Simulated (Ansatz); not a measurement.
Ansatz (a program for electronic structure) input (B3LYP-D3(BJ)/def2-TZVP):

Ansatz 0.2 input:
```yaml
crystal:
  periodic: [false, false, false]
  atoms:
    - {symbol: C, position_ang: [-0.77720644, -0.33327203, -0.17822898]}
    - {symbol: Si, position_ang: [1.09118881, 0.02353922, -0.26034230]}
    - {symbol: Cl, position_ang: [1.39833310, 1.98830780, -0.71623766]}
    - {symbol: Cl, position_ang: [1.94554718, -0.35595362, 1.55315117]}
    - {symbol: H, position_ang: [-0.96901408, -1.36645433, 0.09306017]}
    - {symbol: H, position_ang: [-1.24436981, 0.30458938, 0.57098569]}
    - {symbol: H, position_ang: [-1.25822188, -0.13923417, -1.13138260]}
basis:
  gaussian:
    orbitals: def2-TZVP
hamiltonian:
  xc: b3lyp
  dispersion: d3bj
magnetization: {spin_polarized: true, initial_magnetization: 1}
relax: {f_tol: 0.002, max_steps: 150}
```

End of the output:

```
mean field: 1.04 GiB planned
mean field -34013.62699817 eV, -1249.9777369184 hartree, gradient 2.7e-5 eV, S^2 0.751796; 0 other end points of the search recorded, 0 dependent functions left out
the calculation of the forces begins
reference -34013.62725982 eV, -1249.9777465336 hartree; 29, 28 occupied and 131, 132 virtual orbitals, 1099 factors
relax step   6: F+E_penalty+E_count = -34013.99771409 eV  Δ(F+E_penalty+E_count) = -1.266e-5 eV  max|allowed force component| = 3.862e-3 eV/Å  Δτ_max = 0.0020 Å  (25 SCF iters, accepted)
these checks for a lower state are left out or cut short: starts, cluster_reference, orbital_swaps, neighbouring_geometries, increment
integrals: 0.09 GiB planned
1099 factors; their error is unknown
mean field: 1.04 GiB planned
mean field -34013.62702668 eV, -1249.9777379660 hartree, gradient 1.8e-5 eV, S^2 0.751795; 0 other end points of the search recorded, 0 dependent functions left out
the calculation of the forces begins
reference -34013.62728833 eV, -1249.9777475814 hartree; 29, 28 occupied and 131, 132 virtual orbitals, 1099 factors
relax step   7: F+E_penalty+E_count = -34013.99771655 eV  Δ(F+E_penalty+E_count) = -2.462e-6 eV  max|allowed force component| = 2.146e-3 eV/Å  Δτ_max = 0.0008 Å  (24 SCF iters, accepted)
these checks for a lower state are left out or cut short: starts, cluster_reference, orbital_swaps, neighbouring_geometries, increment
integrals: 0.09 GiB planned
1099 factors; their error is unknown
mean field: 1.04 GiB planned
mean field -34013.62700409 eV, -1249.9777371359 hartree, gradient 1.9e-5 eV, S^2 0.751796; 0 other end points of the search recorded, 0 dependent functions left out
the calculation of the forces begins
reference -34013.62726573 eV, -1249.9777467510 hartree; 29, 28 occupied and 131, 132 virtual orbitals, 1099 factors
relax step   8: F+E_penalty+E_count = -34013.99771618 eV  Δ(F+E_penalty+E_count) = +3.763e-7 eV  max|allowed force component| = 1.898e-3 eV/Å  Δτ_max = 0.0006 Å  (25 SCF iters, rejected (line search))
these checks for a lower state are left out or cut short: starts, cluster_reference, orbital_swaps, neighbouring_geometries, increment
integrals: 0.09 GiB planned
1099 factors; their error is unknown
mean field: 1.04 GiB planned
mean field evaluation 64: about -34013.6270 eV, gradient 1.3e-2 eV
mean field -34013.62702446 eV, -1249.9777378846 hartree, gradient 5.1e-5 eV, S^2 0.751796; 0 other end points of the search recorded, 0 dependent functions left out
the calculation of the forces begins
reference -34013.62728611 eV, -1249.9777474999 hartree; 29, 28 occupied and 131, 132 virtual orbitals, 1099 factors
relax step   9: F+E_penalty+E_count = -34013.99771720 eV  Δ(F+E_penalty+E_count) = -6.481e-7 eV  max|allowed force component| = 6.133e-4 eV/Å  Δτ_max = 0.0003 Å  (21 SCF iters, accepted)
integrals: 0.09 GiB planned
1099 factors; their error is unknown
mean field: 1.04 GiB planned
mean field -34013.62702446 eV, -1249.9777378846 hartree, gradient 5.1e-5 eV, S^2 0.751796; 1 other end points of the search recorded, 0 dependent functions left out
the calculation of the forces begins
reference -34013.62728611 eV, -1249.9777474999 hartree; 29, 28 occupied and 131, 132 virtual orbitals, 1099 factors
Total energy: -34013.99797884 eV, -1249.9913702067 hartree
Atom 0 at    -0.769587    -0.330204    -0.175813 Å, force    -0.000231     0.000117     0.000125 eV/Å
Atom 1 at     1.070416     0.004223    -0.271991 Å, force     0.000613     0.000262     0.000153 eV/Å
Atom 2 at     1.365361     2.001269    -0.744042 Å, force    -0.000013    -0.000581     0.000279 eV/Å
Atom 3 at     1.919206    -0.377456     1.580544 Å, force    -0.000206     0.000310    -0.000505 eV/Å
Atom 4 at    -0.947881    -1.372335     0.090507 Å, force    -0.000015     0.000008     0.000012 eV/Å
Atom 5 at    -1.211261     0.313985     0.588039 Å, force    -0.000105    -0.000167    -0.000050 eV/Å
Atom 6 at    -1.239998    -0.117960    -1.136238 Å, force    -0.000043     0.000052    -0.000013 eV/Å
Dipole moment:    -0.348529    -0.207944    -0.129751 e Å
```

It need not be the lowest isomer of its formula.
